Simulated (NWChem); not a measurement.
System: AuNH₄; SMILES [NH3]->[AuH]

The following NWChem deck was run.

```
start job
memory heap 200 mb stack 900 mb global 1100 mb
geometry units angstroms noautosym nocenter noautoz
  Au    -0.001461    -0.219095    -0.000009
  H     -0.002620    -1.786992     0.000021
  N     -0.000109     1.978607    -0.000013
  H     -0.004302     2.355305    -0.948275
  H      0.823469     2.354882     0.470368
  H     -0.818996     2.355605     0.477917
end
basis spherical
  * library def2-svpd
end
ecp
  Au library def2-ecp
end
dft
  xc xcamb88 1.00 lyp 0.81 vwn_5 0.19 hfexch 1.00
  cam 0.33 cam_alpha 0.19 cam_beta 0.46
  iterations 150
end
property
  response 1 0.0
end
task dft property
```

Coordinates come from a PBE0/def2-SVP optimisation. Not confirmed as a minimum by frequencies. def2 effective core potentials on Au; no spin-orbit coupling.

Static field.

### Question
What results follow from this input? (CAM-B3LYP/def2-SVPD with def2 effective core potentials on Au.) Quantities: isotropic polarisability (bohr³); anisotropy (bohr³).

### Answer
```yaml
isotropic polarisability (bohr³): 49.0
anisotropy (bohr³): 13.9
```
